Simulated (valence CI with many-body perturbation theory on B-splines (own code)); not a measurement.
## Run record, Kr2+

Calculated by configuration interaction combined with many-body perturbation theory (CI+MBPT): six valence electrons over a frozen Dirac-Fock core [Ar] 3d10, a basis of 9 s, 9 p, 8 d, 6 f, 3 g, 1 h functions for each j, with the one-electron correlation potential Σ1 (screened to all orders), the two-electron term Σ2, the three-electron term Σ3, Breit, model QED; selected single and double excitations, second order for the rest, scaled by the run's own slope (own B-spline code, finite nucleus).

Command, and the settings that its task file holds:

```sh
python run_cv.py task.json out
```

```
atom Kr  Z=36  mass_number=84  rms_radius_fm=4.1884
core [Ar] 3d10
valence 4s2 4p4
avg = 1
basis = M
breit = 1
cap = 150000
capref = 1200
cscale = 1
de = 0.0
dress = 0
eps = 2e-08
extrap = 1
h = 0.27
hh = 1
l2 = 3
lcore = 6
maxit = 90
n2 = 5
natural = 1
nlev = 26
nno = [5, 5, 5, 4, 2, 1]
nroot = 14
nsp = [4, 4, 3, 2, 1, 0]
pt2 = 1
qed = 1
rpa = 1
s1 = 1
s2 = 1
s3 = 1
screen = 1
tol = 2e-05
whole = 1
```

It took 24 min on 1 thread of Intel(R) Xeon(R) Processor @ 2.30GHz, on a shared host.

Log. The first blocks belong to the next ion, which gives the ionisation energy. Fields: 2J, parity (1 odd), roots, reference size, generating configurations, candidates as configurations/state functions, variational space P, stored matrix elements, Davidson steps; e2 is the range of second-order energies in hartree. The first line gives the box (bohr), its intervals, the orbitals and the steps of their self-consistent field. Window is the range of levels sought, series limit the energy at which the first omitted orbital would enter, core excitation an estimate of the first excitation out of the core, left out the lowest levels not solved, and shifts from estimates the range by which levels moved from their first estimate, all in cm⁻¹.

```
rmax 30.0 intervals 66 orbitals 63 references ['4s2 4p4'] scf 8 t 1.5
2J=3 par=1 roots 2 ref 65 generators 14 cand 3506/14931 P 3542/14996 nnz 2.5e+07 it 7
2J=3 par=1 roots 2 ref 65 generators 60 cand 5832/40328 P 9374/55324 nnz 1.4e+08 it 7
   second order: generators 135 cand 150993/2020482 e2 -0.00107 -0.00081
reference levels 357, estimated 166, window 162868 1/cm; series limit 250125, core excitation 699674
2J=4 par=0 roots 3 ref 47 generators 27 cand 3860/27428 P 4403/29861 nnz 5.5e+07 it 7
2J=4 par=0 roots 3 ref 47 generators 120 cand 5761/60724 P 10164/90585 nnz 3.7e+08 it 10
   second order: generators 205 cand 383397/11173664 e2 -0.00410 -0.00254
2J=2 par=0 roots 2 ref 38 generators 21 cand 4210/27577 P 4863/30066 nnz 5.4e+07 it 6
2J=2 par=0 roots 2 ref 38 generators 96 cand 7780/63891 P 12643/93957 nnz 3.4e+08 it 10
   second order: generators 154 cand 315764/6290967 e2 -0.00276 -0.00227
2J=0 par=0 roots 3 ref 16 generators 30 cand 9556/28689 P 10950/31282 nnz 3.8e+07 it 7
2J=0 par=0 roots 3 ref 16 generators 100 cand 14420/58028 P 25370/89310 nnz 1.7e+08 it 9
   second order: generators 159 cand 292634/2644565 e2 -0.00164 -0.00107
2J=4 par=1 roots 9 ref 48 generators 45 cand 3575/27179 P 4148/29656 nnz 5e+07 it 11
2J=4 par=1 roots 9 ref 48 generators 187 cand 6067/65959 P 10215/95615 nnz 4.2e+08 it 14
   second order: generators 177 cand 333079/9408598 e2 -0.00634 -0.00401
2J=2 par=1 roots 8 ref 42 generators 46 cand 4097/27426 P 4783/29951 nnz 5e+07 it 10
2J=2 par=1 roots 8 ref 42 generators 180 cand 8496/66324 P 13279/96275 nnz 3.8e+08 it 17
   second order: generators 172 cand 311641/5990064 e2 -0.00428 -0.00284
2J=0 par=1 roots 4 ref 16 generators 29 cand 8542/27578 P 9871/30121 nnz 4.2e+07 it 10
2J=0 par=1 roots 4 ref 16 generators 120 cand 17661/75166 P 27532/105287 nnz 2.6e+08 it 12
   second order: generators 193 cand 328589/2843069 e2 -0.00159 -0.00111
2J=6 par=1 roots 6 ref 39 generators 39 cand 2990/26737 P 3562/29270 nnz 5.8e+07 it 13
2J=6 par=1 roots 6 ref 39 generators 163 cand 4655/56522 P 8217/85792 nnz 4e+08 it 15
   second order: generators 146 cand 311703/10586552 e2 -0.00732 -0.00516
2J=8 par=1 roots 5 ref 25 generators 25 cand 2867/27456 P 3491/29967 nnz 7.1e+07 it 9
2J=8 par=1 roots 5 ref 25 generators 122 cand 4205/47976 P 7696/77943 nnz 3.7e+08 it 9
   second order: generators 181 cand 328854/15091156 e2 -0.00534 -0.00414
2J=10 par=1 roots 2 ref 12 generators 23 cand 3842/31695 P 4815/34720 nnz 6.8e+07 it 6
2J=10 par=1 roots 2 ref 12 generators 98 cand 5464/58761 P 10279/93481 nnz 4.2e+08 it 9
   second order: generators 145 cand 318657/14912500 e2 -0.00543 -0.00538
2J=6 par=0 roots 1 ref 35 generators 14 cand 2844/29557 P 3391/32090 nnz 7.6e+07 it 7
2J=6 par=0 roots 1 ref 35 generators 57 cand 4833/51401 P 8224/83491 nnz 3.8e+08 it 9
   second order: generators 145 cand 314615/13631961 e2 -0.00335 -0.00335
left out: unestimated 235425, estimated 174667, shifts from estimates -1030 to 196
operators 4.5
```

The Davidson iterations converged.

Set against measurement, 30 paired levels are off by 303 cm⁻¹ on average, the worst by 527. Among the levels kept, up to 1700 cm⁻¹ of a level comes from second order outside the variational space, and about a tenth of that is noise between levels of different J, which matters for small intervals.

```yaml
Valence_energy: -17.0526 hartree
Ionisation_energy: "35.753 eV (NIST: 35.838 ± 0.02 eV (measured))"
Reference_configurations_for_the_orbitals: 4s2 4p4
Radial_orbitals: 63
Box_radius: 30 bohr
Largest_variational_space: 105287
Lowest_levels: 4s2.4p4 3P_2 0.000, 4s2.4p4 3P_1 0.562, 4s2.4p4 3P_0 0.662, 4s2.4p4 1D_2 1.820, 4s2.4p4 1S_0 4.121, 4s.4p5 3P°_2 14.330, 4s.4p5 3P°_1 14.758, 4s.4p5 3P°_0 15.021, 4s2.4p3.4d 5D°_0 17.100, 4s2.4p3.4d 5D°_1 17.107, 4s2.4p3.4d 5D°_2 17.109, 4s2.4p3.4d 5D°_3 17.111, 4s2.4p3.4d 5D°_4 17.127, 4s2.4p3.4d 1P°_1 17.556 eV
```

Names give the largest LS component (configuration and term), which can be under half, so a name can repeat, a term be missing and a line seem to break the LS rules; names also repeat where a configuration has a term twice.
